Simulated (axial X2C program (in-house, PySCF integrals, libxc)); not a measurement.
**Excited states of ZrP⁻ by EOM-EE-CCSD**

Calculated with an in-house all-electron X2C program for linear molecules (integrals from PySCF): two-component X2C with atomic mean-field Coulomb and Gaunt terms, Gaussian nuclei, basis Zr dyall-acv3z, P dyall-av3z with contracted cores.

R = 2.197 Å (near the PBE0 minimum at charge -1 of the determinant lowest at the starting distance; the state shown can have its own minimum elsewhere).

Hartree–Fock spinors of ZrP⁻ (one of each Kramers pair; a window near the gap, which can cut inner shells):

| ω | occupied | ε (eV) | character |
| --- | --- | --- | --- |
| 1/2 | yes | -13.59 | 60% P s, 16% Zr d, 12% Zr p |
| 1/2 | yes | -3.68 | 57% P p, 28% Zr d, 4% P s |
| 1/2 | yes | -3.13 | 51% P p, 34% Zr d, 7% Zr p |
| 3/2 | yes | -3.08 | 51% P p, 34% Zr d, 7% Zr p |
| 1/2 | yes | -1.76 | 57% Zr s, 13% Zr p, 13% Zr d |
| 1/2 | no | 1.92 | 97% Zr p |
| 3/2 | no | 1.96 | 100% Zr p |
| 1/2 | no | 1.96 | 100% Zr p |
| 1/2 | no | 2.52 | 95% Zr s, 2% Zr p |
| 1/2 | no | 3.66 | 67% Zr p, 24% Zr d, 8% P p |
| 3/2 | no | 3.66 | 67% Zr p, 24% Zr d, 8% P p |

Vertical excitation energies from the closed-shell determinant state of ZrP⁻:

```tsv
Ω	excitation (eV)	cm⁻¹	hole of the leading pair	particle of the leading pair	weight of the pair (for Ω = 0 its time-reversed partner can hold as much again)	singles weight
0⁻	1.089	8780	54% Zr sσ, 18% Zr dσ, 12% Zr pσ	56% Zr pπ, 34% Zr dπ, 8% P pπ	0.48	0.97
0⁺	1.091	8796	54% Zr sσ, 18% Zr dσ, 12% Zr pσ	56% Zr pπ, 34% Zr dπ, 8% P pπ	0.48	0.97
1	1.114	8984	54% Zr sσ, 18% Zr dσ, 12% Zr pσ	56% Zr pπ, 34% Zr dπ, 8% P pπ	0.50	0.97
2	1.140	9196	54% Zr sσ, 18% Zr dσ, 12% Zr pσ	57% Zr pπ, 33% Zr dπ, 8% P pπ	0.96	0.97
1	1.553	12524	53% Zr sσ, 19% Zr dσ, 12% Zr pσ	38% Zr pσ, 34% Zr dσ, 15% Zr sσ	0.95	0.96
0⁻	1.555	12540	53% Zr sσ, 19% Zr dσ, 12% Zr pσ	38% Zr pσ, 33% Zr dσ, 15% Zr sσ	0.48	0.96
1	1.694	13665	47% Zr sσ, 25% Zr dσ, 11% Zr pσ	91% Zr dδ	0.96	0.96
2	1.709	13786	47% Zr sσ, 25% Zr dσ, 11% Zr pσ	91% Zr dδ	0.51	0.96
3	1.724	13906	47% Zr sσ, 25% Zr dσ, 11% Zr pσ	91% Zr dδ	0.96	0.97
```

This point took 3.4 min on 1 thread of Arm Neoverse N1, on a shared host.

Reference electrons by ω block (each with its −ω partner): 1/2: 20, 3/2: 7, 5/2: 1. 18 electrons of ZrP⁻ correlated (inner shells frozen), 84 natural virtual spinors (a truncated set); levels can be off by some tenths of an eV. Roots sought by Ω: (0: 5, 1: 4, 2: 3, 3: 1); the list ends where they run out and leaves out roots under 60 % singles weight. The solver can skip a root, and states that need a further excitation, which the method places far too high, are missing though they may lie low or lowest. T1 of the reference 0.037 (Lee–Taylor). The highest Hartree–Fock level of the anion lies at -1.76 eV; relaxation, partly offset by correlation, puts the detachment threshold some tenths of an eV to over one eV lower in magnitude, and states above it are held by the basis set and are not bound. Number of frozen shells: Zr 3 s, 2 p, 1 d; P 2 s, 1 p. Large amplitudes in the reference (orbital relaxation or multireference character) lower the reliability.
